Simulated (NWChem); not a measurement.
All runs are NWChem calculations. System: C₂H₃B, charge 0, spin multiplicity 1, at a geometry optimised with B3LYP/def2-SVP. The structure started from a generated list of species. Level: G0W0@PBE0/def2-SVP, RI basis def2-svp-rifit.

Job file:

```
start mol
memory heap 200 mb stack 700 mb global 1700 mb
geometry units angstroms nocenter noautoz
  B      0.000000     0.000000     1.401556
  C      0.000000     0.000000    -0.107018
  C      0.000000     0.000000    -1.328939
  H      0.000000     0.000000    -2.404129
  H     -1.042646     0.000000     2.006046
  H      1.042646     0.000000     2.006046
  symmetry group C2v
end
basis spherical
  * library def2-svp
end
basis "ri basis" bse spherical
  * library def2-svp-rifit
end
dft
  xc pbe0
  iterations 100
  direct
  tolerances tight
end
task dft energy
gw
  states alpha occ 4 vir 2
end
task dft gw
```

NWChem printed:

```
             Northwest Computational Chemistry Package (NWChem) 7.3.0
             --------------------------------------------------------

                                NWChem Input Module
                                -------------------

 Scaling coordinates for geometry "geometry" by  1.889725989
 (inverse scale =  0.529177249)

 Turning off AUTOSYM since
 SYMMETRY directive was detected!

                             Geometry "geometry" -> ""
                             -------------------------

 Output coordinates in angstroms (scale by  1.889725989 to convert to a.u.)

  No.       Tag          Charge          X              Y              Z
 ---- ---------------- ---------- -------------- -------------- --------------
    1 B                    5.0000     0.00000000     0.00000000     1.40155600
    2 C                    6.0000     0.00000000     0.00000000    -0.10701800
    3 C                    6.0000     0.00000000     0.00000000    -1.32893900
    4 H                    1.0000     0.00000000     0.00000000    -2.40412900
    5 H                    1.0000    -1.04264600     0.00000000     2.00604600
    6 H                    1.0000     1.04264600     0.00000000     2.00604600

 Effective nuclear repulsion energy (a.u.)      46.3488407446

            Nuclear Dipole moment (a.u.)
            ----------------------------
        X                 Y               Z
 ---------------- ---------------- ----------------
     0.0000000000     0.0000000000     0.0000018897

      Symmetry information
      --------------------

 Group name             C2v
 Group number             16
 Group order               4
 No. of unique centers     5

      Symmetry unique atoms

     1    2    3    4    5


 Summary of "ao basis" -> "" (spherical)
 ------------------------------------------------------------------------------
       Tag                 Description            Shells   Functions and Types
 ---------------- ------------------------------  ------  ---------------------
 *                          def2-svp                  on all atoms

 new library libraries.bse/

 Summary of "ri basis" -> "" (spherical)
 ------------------------------------------------------------------------------
       Tag                 Description            Shells   Functions and Types
 ---------------- ------------------------------  ------  ---------------------
 *                       def2-svp-rifit               on all atoms

                                 NWChem DFT Module
                                 -----------------

 Summary of "ao basis" -> "ao basis" (spherical)
 ------------------------------------------------------------------------------
       Tag                 Description            Shells   Functions and Types
 ---------------- ------------------------------  ------  ---------------------
 B                          def2-svp                 6       14   3s2p1d
 C                          def2-svp                 6       14   3s2p1d
 H                          def2-svp                 3        5   2s1p

 Summary of "ao basis" -> "ao basis" (spherical)
 ------------------------------------------------------------------------------
       Tag                 Description            Shells   Functions and Types
 ---------------- ------------------------------  ------  ---------------------
 B                          def2-svp                 6       14   3s2p1d
 C                          def2-svp                 6       14   3s2p1d
 H                          def2-svp                 3        5   2s1p

      Symmetry analysis of basis
      --------------------------

        a1         28
        a2          4
        b1         14
        b2         11

            General Information
            -------------------
          SCF calculation type: DFT
          Wavefunction type:  closed shell.
          No. of atoms     :     6
          No. of electrons :    20
           Alpha electrons :    10
            Beta electrons :    10
          Charge           :     0
          Spin multiplicity:     1
          Use of symmetry is: on ; symmetry adaption is: on
          Maximum number of iterations: 100
          This is a Direct SCF calculation.
          AO basis - number of functions:    57
                     number of shells:    27
          Convergence on energy requested:  1.00D-06
          Convergence on density requested:  1.00D-05
          Convergence on gradient requested:  5.00D-04

              XC Information
              --------------
                         PBE0 Method XC Functional
                     Hartree-Fock (Exact) Exchange  0.250
          PerdewBurkeErnzerhof Exchange Functional  0.750
            Perdew 1991 LDA Correlation Functional  1.000 local
           PerdewBurkeErnz. Correlation Functional  1.000 non-local

             Grid Information
             ----------------
          Grid used for XC integration:  medium
          Radial quadrature: Mura-Knowles
          Angular quadrature: Lebedev.
          Tag              B.-S. Rad. Rad. Pts. Rad. Cut. Ang. Pts.
          ---              ---------- --------- --------- ---------
          B                   0.85       49          10.0       434
          C                   0.70       49          10.0       434
          H                   0.35       45          11.0       434
          Grid pruning is: on
          Number of quadrature shells:   237
          Spatial weights used:  Erf1

          Convergence Information
          -----------------------
          Convergence aids based upon iterative change in
[...]
          XC Gaussian exp screening on grid/accXCfunc:  20
          Schwarz screening/accCoul:  1.00D-08

      Superposition of Atomic Density Guess
      -------------------------------------

 Sum of atomic energies:        -101.25145276

      Non-variational initial energy
      ------------------------------

 Total energy =    -102.536951
 1-e energy   =    -225.552982
 2-e energy   =      76.667191
 HOMO         =      -0.328608
 LUMO         =      -0.084204

      Symmetry analysis of molecular orbitals - initial
      -------------------------------------------------

  Numbering of irreducible representations:

     1 a1          2 a2          3 b1          4 b2

  Orbital symmetries:

     1 a1          2 a1          3 a1          4 a1          5 a1
     6 a1          7 a1          8 b1          9 b2         10 b1
    11 b2         12 b1         13 b2         14 a1         15 a1
    16 a1         17 a1         18 b1         19 b1         20 a1

   convergence    iter        energy       DeltaE   RMS-Dens  Diis-err    time
 ---------------- ----- ----------------- --------- --------- ---------  ------
 d= 0,ls=0.0,diis     1   -102.5259022722 -1.49D+02  1.08D-02  2.14D-01     0.2
 d= 0,ls=0.0,diis     2   -102.5407193964 -1.48D-02  6.30D-03  1.35D-01     0.3
 d= 0,ls=0.0,diis     3   -102.5482178585 -7.50D-03  2.97D-03  7.82D-02     0.4
 d= 0,ls=0.0,diis     4   -102.5578927701 -9.67D-03  9.08D-04  4.89D-03     0.5
 d= 0,ls=0.0,diis     5   -102.5586481964 -7.55D-04  1.66D-04  1.03D-04     0.6
 d= 0,ls=0.0,diis     6   -102.5586652178 -1.70D-05  4.01D-05  3.23D-06     0.7
 d= 0,ls=0.0,diis     7   -102.5586657685 -5.51D-07  4.93D-06  8.20D-08     0.8

         Total DFT energy =     -102.558665768543
      One electron energy =     -227.991072840003
           Coulomb energy =       94.824137987392
    Exchange-Corr. energy =      -15.740571660571
 Nuclear repulsion energy =       46.348840744638

 Numeric. integr. density =       19.999998455327

     Total iterative time =      0.7s

                  Occupations of the irreducible representations
                  ----------------------------------------------

                     irrep           alpha         beta
                     --------     --------     --------
                     a1                7.0          7.0
                     a2                0.0          0.0
                     b1                2.0          2.0
                     b2                1.0          1.0

                       DFT Final Molecular Orbital Analysis
                       ------------------------------------

 Vector    8  Occ=2.000000D+00  E=-3.840697D-01  Symmetry=b1
              MO Center=  1.0D-14, -4.0D-32,  1.2D+00, r^2= 2.2D+00
   Bfn.  Coefficient  Atom+Function         Bfn.  Coefficient  Atom+Function
  ----- ------------  ---------------      ----- ------------  ---------------
     4      0.390268  1 B  px                48      0.267749  5 H  s
    53     -0.267749  6 H  s                 18     -0.220345  2 C  px
    32     -0.149159  3 C  px                 7     -0.119046  1 B  px
    49      0.112003  5 H  s                 54     -0.112003  6 H  s
    21     -0.103760  2 C  px                35     -0.072727  3 C  px

 Vector    9  Occ=2.000000D+00  E=-3.245481D-01  Symmetry=b2
              MO Center= -1.7D-16, -1.5D-16, -5.3D-01, r^2= 1.5D+00
   Bfn.  Coefficient  Atom+Function         Bfn.  Coefficient  Atom+Function
  ----- ------------  ---------------      ----- ------------  ---------------
    19      0.422237  2 C  py                33      0.391732  3 C  py
    22      0.240880  2 C  py                36      0.223107  3 C  py
     5     -0.143921  1 B  py                 8      0.061730  1 B  py

 Vector   10  Occ=2.000000D+00  E=-2.941730D-01  Symmetry=b1
              MO Center= -1.9D-15, -1.3D-16, -2.9D-01, r^2= 2.6D+00
   Bfn.  Coefficient  Atom+Function         Bfn.  Coefficient  Atom+Function
  ----- ------------  ---------------      ----- ------------  ---------------
    32      0.423148  3 C  px                18      0.347036  2 C  px
    35      0.273595  3 C  px                21      0.185238  2 C  px
     4      0.175619  1 B  px                48      0.169336  5 H  s
    53     -0.169336  6 H  s                 49      0.134430  5 H  s
    54     -0.134430  6 H  s                 27      0.026417  2 C  d  1

 Vector   11  Occ=0.000000D+00  E=-8.662775D-02  Symmetry=b2
              MO Center=  3.2D-17, -1.0D-15,  5.8D-01, r^2= 3.2D+00
   Bfn.  Coefficient  Atom+Function         Bfn.  Coefficient  Atom+Function
  ----- ------------  ---------------      ----- ------------  ---------------
     5      0.474117  1 B  py                 8     -0.442534  1 B  py
    36      0.351972  3 C  py                33      0.330741  3 C  py
    22     -0.104559  2 C  py                19     -0.085930  2 C  py
    25     -0.035822  2 C  d -1

 Vector   12  Occ=0.000000D+00  E= 3.098438D-02  Symmetry=b1
              MO Center=  3.9D-16, -1.1D-17, -3.3D-01, r^2= 3.0D+00
   Bfn.  Coefficient  Atom+Function         Bfn.  Coefficient  Atom+Function
  ----- ------------  ---------------      ----- ------------  ---------------
    35      0.630175  3 C  px                21     -0.564666  2 C  px
    49     -0.495162  5 H  s                 54      0.495162  6 H  s
    18     -0.417064  2 C  px                32      0.393545  3 C  px
     7     -0.359547  1 B  px                48     -0.124681  5 H  s
    53      0.124681  6 H  s                  4      0.089041  1 B  px

 Vector   13  Occ=0.000000D+00  E= 8.865983D-02  Symmetry=b2
              MO Center= -1.0D-16, -1.5D-15,  4.2D-02, r^2= 3.7D+00
   Bfn.  Coefficient  Atom+Function         Bfn.  Coefficient  Atom+Function
  ----- ------------  ---------------      ----- ------------  ---------------
    22      0.858131  2 C  py                36     -0.677250  3 C  py
     8     -0.658609  1 B  py                19      0.461290  2 C  py
    33     -0.293193  3 C  py                 5      0.217970  1 B  py
    11     -0.044450  1 B  d -1              39      0.036481  3 C  d -1
    46     -0.031611  4 H  py

 center of mass
 --------------
 x =   0.00000000 y =   0.00000000 z =  -0.00898209

 moments of inertia (a.u.)
 ------------------
         203.165864387157           0.000000000000           0.000000000000
           0.000000000000         210.990904226214           0.000000000000
           0.000000000000           0.000000000000           7.825039839057

     Multipole analysis of the density
     ---------------------------------

     L   x y z        total         alpha         beta         nuclear
     -   - - -        -----         -----         ----         -------
     0   0 0 0     -0.000000    -10.000000    -10.000000     20.000000

     1   1 0 0      0.000000      0.000000      0.000000      0.000000
     1   0 1 0     -0.000000     -0.000000     -0.000000      0.000000
     1   0 0 1     -0.411574     -0.205788     -0.205788      0.000002

     2   2 0 0    -15.124251    -11.444267    -11.444267      7.764284
     2   1 1 0     -0.000000     -0.000000     -0.000000      0.000000
     2   1 0 1     -0.000000     -0.000000     -0.000000      0.000000
     2   0 2 0    -13.838305     -6.919153     -6.919153      0.000000
     2   0 1 1      0.000000      0.000000      0.000000      0.000000
     2   0 0 2    -10.948585    -66.745300    -66.745300    122.542014

 Task  times  cpu:        0.8s     wall:        0.8s

                                NWChem Input Module
                                -------------------

                                 NWChem GW Module
                                 ----------------

                             ***********************
                             ***        GW       ***
                             ***********************

 Summary of "ri basis" -> "ri basis" (spherical)
 ------------------------------------------------------------------------------
       Tag                 Description            Shells   Functions and Types
 ---------------- ------------------------------  ------  ---------------------
 B                       def2-svp-rifit             16       48   6s5p4d1f
 C                       def2-svp-rifit             16       48   6s5p4d1f
 H                       def2-svp-rifit              6       14   3s2p1d

                 Memory Information
                 ------------------
          Available GA per process is          1700.0 MBs
          Available stack per process is        700.0 MBs
          Available heap per process is           0.0 MBs

          Peak memory in Initialization
              Peak GA per process is                  1.2 MBs
              Peak stack per process is               0.0 MBs
              Peak heap per process is                1.4 MBs
              Memory not in MA per process            0.0 MBs

          Peak memory in AFF Calculation
              Peak GA per process is                  3.3 MBs
              Peak stack per process is               1.7 MBs
              Peak heap per process is                0.0 MBs
              Memory not in MA per process            1.7 MBs

          Computing 2-center integrals
          Computing Inverse Cholesky factor
          Computing 3-center integrals
          Computing V_xc ...

          Computing Sigma_x
          Computing RPA polarizability
          Solving quasiparticle equations

                  Alpha Orbitals
          State     Energy (eV)     Error (eV)
          -----------------------------------
@GW         7        -13.517           0.002
@GW         8        -12.787           0.002
@GW         9        -10.889           0.005
@GW        10        -10.220           0.005
@GW        11          0.232           0.002
@GW        12          3.749           0.003

   Applying  -2.2147 eV scissor-shift to rest of particle states

   Applying   2.5890 eV scissor-shift to rest of hole states

     GW Timing Statistics
   ------------------------
   Init.   :          0.0s
     ERIs  :          0.1s
     Distr.:          0.0s
     Vxc   :          0.1s
   Sigma_x :          0.0s
   RPA     :          0.0s
   Wmn     :          0.0s
   Sigma_c :          0.0s
   GW total:          0.3s

 Task  times  cpu:        0.3s     wall:        0.3s

 Total times  cpu:        1.1s     wall:        1.1s
```
